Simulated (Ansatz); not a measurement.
Si2Ni3⁺, relaxed as a doublet with UKS r2SCAN-D4/def2-SVP in Ansatz, starting from the GFN1-xTB geometry. Force threshold 0.02 eV/Å.

The relaxation made no stability test and no search for a lower SCF solution. No other spin state of charge 1 was run. Another isomer (doublet) lies 0.22 eV lower at PBE0-D4/def2-TZVP; other spin states weren't run for this one.

Start:

```xyz
5

Ni   -1.891    0.212    0.105
Ni    1.484   -0.731    0.776
Ni    1.550    0.607   -0.760
Si   -0.518    1.070   -1.358
Si   -0.625   -1.158    1.238
```

| step | energy (eV) | largest force component (eV/Å) | SCF passes |
| --- | --- | --- | --- |
| 1 | -138853.7993 | 1.381 | 150 |
| 2 | -138854.1973 | 0.831 | 68 |
| 3 | -138854.4062 | 0.243 | 78 |
| 4 | -138854.4198 | 0.127 | 57 |
| 5 | -138854.4228 | 0.020 | 51 |
| 6 | -138854.4229 | 0.010 | 57 |
| 7 | -138854.4234 | 0.024 | 54 |
| 8 | -138854.4323 | 0.102 | 58 |
| 9 | -138854.5603 | 0.386 | 87 |
| 10 | -138854.7885 | 0.835 | 72 |
| 11 | -138855.2333 | 1.054 | 128 |
| 12 | -138855.7466 | 0.916 | 71 |
| 13 | -138856.1122 | 0.850 | 64 |
| 14 | -138856.2802 | 0.062 | 61 |
| 15 | -138856.2809 | 0.021 | 37 |
| 16 | -138856.2811 | 0.005 | 36 |

Force components are those of the run's own axes.

End:

Cartesian coordinates in Å:
```
Ni -1.980 0.128 0.026
Ni 1.136 -1.219 0.013
Ni 1.286 1.060 -0.045
Si -0.239 -0.013 -1.170
Si -0.203 0.045 1.176
```

Bonds formed: Ni2–Si4, Ni3–Si5, Si4–Si5 (atoms count from 1).

The force fell under the threshold at step 5, but the optimiser went on and released 1.858 eV more. No frequencies were taken in this run, so the end may be a saddle point.

It took 2.2 min on 4 threads of Arm Neoverse V2 on a shared host.
